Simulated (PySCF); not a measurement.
InF, SMILES [F][In] (connectivity only; charge and spin as stated), neutral, multiplicity 1.

Geometry: PBE-D3(BJ)/def2-TZVP. The def2 effective core potentials stand for the cores of In; spin–orbit coupling is left out.

Calculation: PBE-D3(BJ)/def2-TZVP run with PySCF 2.14.0.

Frequencies are harmonic and unscaled.

Computed normal modes with their intensities:
| mode | ν (cm⁻¹) | IR (km/mol) | moving atoms (share of kinetic energy) |
|---|---|---|---|
| 1 | 503 | 100.4 | F 86 %, In 14 % |
